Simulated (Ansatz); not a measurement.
CH5ClSiTe, SMILES `[SiH3]C(Cl)[TeH]`, relaxed with RKS PBE-D4/def2-SVP in Ansatz 0.2.0 from a rough embedded geometry. The force threshold is 0.03 eV/Å; the program also tests the step.

Charge 0, multiplicity 1. Te takes the def2 core potential.

Start:

```xyz
9

Si   -0.251   -1.023    0.256
C     0.755    0.405   -0.285
Cl    0.512    0.621   -2.001
Te    0.142    2.149    0.679
H     0.211   -2.264   -0.399
H    -0.028   -1.251    1.759
H    -1.670   -0.830    0.023
H     1.841    0.196   -0.126
H    -1.511    1.998    0.095
```

```
        step  energy (eV)  largest force (eV/Å)  largest move (Å)
           1  -28792.8329                 1.938             0.000
           2  -28793.1469                 1.245             0.195
           3  -28793.2162                 0.402             0.090
           4  -28793.2266                 0.129             0.026
           5  -28793.2302                 0.069             0.070
           6  -28793.2319                 0.074             0.107
7 (rejected)  -28793.2227                 0.266             0.070
           8  -28793.2328                 0.007             0.022
```

End:

```xyz
9

Si   -0.265   -1.077    0.278
C     0.742    0.416   -0.348
Cl    0.648    0.480   -2.153
Te    0.133    2.269    0.654
H     0.195   -2.323   -0.429
H    -0.058   -1.231    1.759
H    -1.715   -0.831   -0.020
H     1.812    0.320   -0.076
H    -1.493    1.976    0.334
```

It took 11 s on 4 threads of an Arm Neoverse V1 on a shared host, with 0.16 GiB of host memory at the peak.
